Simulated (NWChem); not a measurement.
Species: InH, singlet; SMILES [InH]

Results from NWChem. Low-valent species are run as closed-shell singlets; no triplet was tried in these runs. All runs use the structure optimised with PBE0/def2-SVP. def2 effective core potentials on In; no spin-orbit coupling. Level SCAN/def2-SVP: energy and gradient on several grids; changes count from the extra-fine grid, which is no exact limit either.

Problem. Which is the coarsest grid (coarse; medium; xfine; fine; xcoarse) from which on the energy stays within 50 μHa and each gradient component within 100 μHa/bohr of xfine?

Solution. fine.
```
grid     size of the energy change (μHa)  largest change of a gradient component (μHa/bohr)
-------  -------------------------------  -------------------------------------------------
xcoarse                             2000                                               2000
coarse                                70                                               2000
medium                                50                                                200
fine                                < 10                                                 50
xfine                               < 10                                               < 30
```
